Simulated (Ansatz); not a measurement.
System: CH₄FSi, charge 0, doublet. CH4FSi (SMILES [SiH2]CF, doublet).
B3LYP-D3(BJ)/def2-TZVP minimum from Ansatz (an electronic-structure program):
```
C
H 1 1.0928
H 1 1.0953 2 108.03
F 1 1.4025 2 108.12 3 116.16
Si 1 1.9052 2 111.53 3 -121.94
H 5 1.4851 1 110.86 2 177.51
H 5 1.4871 6 110.64 1 120.20
```
Charge 0, spin multiplicity 2.

Atomisation energy term by term, kcal/mol (programs: Ansatz). Radicals and triplets start from unrestricted determinants; spin-orbit coupling is neglected. Correlated methods leave the cores frozen. Rows without X2C or -DK are non-relativistic. CBS(X,Y): correlation extrapolated as X^-3, Hartree-Fock from the larger set. A bracket is a step between two methods taken in the basis named. '+ core + X2C': CCSD(T) terms for core correlation (cc-pwCVTZ, 1s frozen past Ne) and scalar relativity (cc-pVTZ-DK). Where a partner has so few electrons that a lower coupled-cluster level is exact, that level stands in.

| term | basis | kcal/mol |
|---|---|---|
| Hartree-Fock | cc-pV(Q+d)Z | 392.92 |
| CCSD correlation | CBS(cc-pV(T+d)Z,cc-pV(Q+d)Z) | 129.91 |
| (T) | CBS(cc-pV(T+d)Z,cc-pV(Q+d)Z) | 7.40 |
| CCSDT(Q) - CCSD(T) | cc-pV(D+d)Z | 0.50 |
| core correlation | cc-pwCVTZ | 0.86 |
| scalar relativity | X2C, cc-pVTZ-DK | -0.93 |
| sum: De |  | 530.7 |
